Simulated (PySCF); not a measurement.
HIMgSe, SMILES [SeH][Mg][I].

The structure is a stationary point at PBE0-D3(BJ)/def2-SVP. The def2 effective core potentials stand for the cores of I; spin–orbit coupling is left out. One conformer was computed; it need not be the lowest.

Computed with TDDFT-ωB97X/def2-SVPD run with PySCF.

Vertical excitations. The molecule is in vacuum. State labels are in the subgroup Cs.

Computed excitation energies, oscillator strengths and character:
| state | symmetry | energy (eV) | λ (nm) | f | main pairs |
|---|---|---|---|---|---|
| S1 | A" | 4.51 | 275 | 0.034 | HOMO→LUMO 94 % |
| S2 | A' | 5.21 | 238 | 0.045 | HOMO−1→LUMO 93 % |
| S3 | A" | 5.23 | 237 | 0.059 | HOMO−2→LUMO 85 % |
| S4 | A" | 5.28 | 235 | 0.004 | HOMO→LUMO+1 66 %, HOMO→LUMO+4 13 % |
| S5 | A' | 5.70 | 217 | 0.112 | HOMO−3→LUMO 56 %, HOMO→LUMO+2 36 % |
| S6 | A" | 5.89 | 210 | 0.001 | HOMO→LUMO+3 23 %, HOMO→LUMO+1 20 %, HOMO→LUMO+7 19 %, HOMO→LUMO+4 15 % |
| S7 | A" | 6.13 | 202 | 0.000 | HOMO−2→LUMO+1 88 % |
| S8 | A' | 6.16 | 201 | 0.084 | HOMO−1→LUMO+1 52 %, HOMO→LUMO+2 19 %, HOMO−3→LUMO 9 % |
| S9 | A' | 6.30 | 197 | 0.258 | HOMO−2→LUMO+2 20 %, HOMO−3→LUMO+1 19 %, HOMO→LUMO+2 16 %, HOMO−1→LUMO+1 14 % |
| S10 | A" | 6.35 | 195 | 0.000 | HOMO−1→LUMO+2 88 % |
| T1 | A" | 4.32 | 287 | 0 | HOMO→LUMO 90 % |
| T2 | A" | 5.03 | 246 | 0 | HOMO−2→LUMO 53 %, HOMO→LUMO+1 15 %, HOMO→LUMO+4 10 %, HOMO→LUMO+3 8 % |
| T3 | A' | 5.05 | 246 | 0 | HOMO−1→LUMO 89 % |
| T4 | A" | 5.10 | 243 | 0 | HOMO−2→LUMO 38 %, HOMO→LUMO+1 26 %, HOMO→LUMO+4 13 % |
Triplets are in the Tamm–Dancoff approximation, which puts them higher than full response would, so one can lie above its singlet here.
